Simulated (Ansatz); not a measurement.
A made-up structure of GaHSeS, closed shell:

```xyz
4
angstrom
S 1.3978 -1.0109 0.8599
Ga -0.0523 0.5554 -0.3013
Se -1.1470 -1.6025 0.5591
H -0.1985 2.0581 -1.1177
```

It is relaxed with PBE-D4/def2-SVP and then PBE0-D4/def2-TZVP (Ansatz 0.2.0). Atoms count as bonded within 1.22 times the sum of their covalent radii (H–H: 0.88 Å). The end point is not checked to be a true minimum.

**Question.** Does its bonding change? (A judgement: the text doesn't fix the answer.)

**Answer.** Computed: No: no bond forms or breaks.

Where it ends: The first stage lowers the energy by 0.81 eV in 4 steps. It ends as GaHSeS ([S]1[GaH][Se]1):
| atom | x (Å) | y (Å) | z (Å) |
| --- | --- | --- | --- |
| S1 | 1.2480 | -0.9017 | 0.7673 |
| Ga2 | -0.0486 | 0.4954 | -0.2693 |
| Se3 | -1.0241 | -1.4314 | 0.4995 |
| H4 | -0.1753 | 1.8377 | -0.9976 |

Labels in which every atom is bracketed show which atoms are joined, not bond orders.

For scale, one of the runs: PBE0-D4/def2-TZVP relaxation, 139 basis functions, launched by `ansatz run in.yaml --threads 2 --pin off --events-out ev --progress --plain --max-ram 4352MiB`. The run took about 45 s on 2 CPU threads of an AMD EPYC (shared host).
